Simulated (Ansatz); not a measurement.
Species: CH6FSi2, net charge 0, doublet state. It need not be the lowest isomer of its formula. 
Structure (B3LYP-D3(BJ)/def2-TZVP (Ansatz, an electronic-structure program) minimum search):
```
C
H 1 1.0936
H 1 1.0982 2 106.70
Si 1 1.8587 2 109.36 3 -115.86
F 4 1.6097 1 109.20 2 -67.80
H 4 1.4787 5 107.57 1 120.34
H 4 1.4791 6 110.24 5 -116.43
Si 1 1.8881 2 109.15 3 116.36
H 8 1.4866 1 110.51 2 175.65
H 8 1.4873 9 109.66 1 -122.91
```
Charge 0, spin multiplicity 2.

Total electronic energies in hartree. Cores are frozen in the correlated levels unless marked. Open shells are spin-unrestricted. No spin-orbit coupling. Non-relativistic. CBS(X,Y): correlation extrapolated as X^-3; Hartree-Fock from the larger set. The bracket is a focal-point correction in the basis named.

```
level                                                                             program  energy (Eh)
-------------------------------------------------------------------------  --------------  -----------
RI-HF/cc-pV(Q+d)Z                                                                  Ansatz   -718.80671
revPBE-D3(BJ)/def2-TZVPD                                                   Ansatz + dftd3   -720.48772
revPBE-D4/def2-TZVPD                                                       Ansatz + dftd4   -720.49139
B3LYP-D3(BJ)/def2-TZVPD                                                    Ansatz + dftd3   -720.70348
PBE0/STO-3G                                                                        Ansatz   -711.50066
PBE0/6-31G*                                                                        Ansatz   -720.12230
PBE0/def2-TZVP                                                                     Ansatz   -720.24645
BHLYP-D4/def2-TZVPD                                                        Ansatz + dftd4   -720.59221
B2PLYP-D4/def2-TZVPD                                                       Ansatz + dftd4   -720.30669
MP2/cc-pV(D+d)Z                                                                    Ansatz   -719.22136
MP2/CBS(aug-cc-pV(T+d)Z,aug-cc-pV(Q+d)Z)                                           Ansatz    -719.5542
RI-MP2/cc-pV(T+d)Z                                                                 Ansatz   -719.44236
RI-MP2/CBS(aug-cc-pV(T+d)Z,aug-cc-pV(Q+d)Z)                                        Ansatz    -719.5539
SCS-MP2/cc-pVTZ                                                                    Ansatz   -719.44138
CCSD/cc-pV(T+d)Z                                                                   Ansatz   -719.48787
CCSD(T)/6-31G                                                                      Ansatz   -718.87305
CCSD(T)/aug-cc-pV(D+d)Z                                                            Ansatz   -719.34085
CCSD(T)/aug-cc-pV(T+d)Z                                                            Ansatz   -719.53037
RI-MP2/CBS(aug-cc-pV(T+d)Z,aug-cc-pV(Q+d)Z)+[CCSD(T)-MP2]/aug-cc-pV(D+d)Z          Ansatz    -719.6225
RI-MP2/CBS(cc-pV(T+d)Z,cc-pV(Q+d)Z)+[CCSD(T)-MP2]/cc-pV(D+d)Z                      Ansatz    -719.6162
RI-MP2/CBS(aug-cc-pV(T+d)Z,aug-cc-pV(Q+d)Z)+[CCSD(T)-MP2]/aug-cc-pV(Q+d)Z          Ansatz    -719.6183
RI-MP2/CBS(cc-pV(T+d)Z,cc-pV(Q+d)Z)+[CCSD(T)-MP2]/cc-pV(Q+d)Z                      Ansatz    -719.6173
CCSD(T)/CBS(aug-cc-pV(T+d)Z,aug-cc-pV(Q+d)Z)                                       Ansatz    -719.6150
```

Totals of different functionals don't rank their quality; only differences between species are comparable.
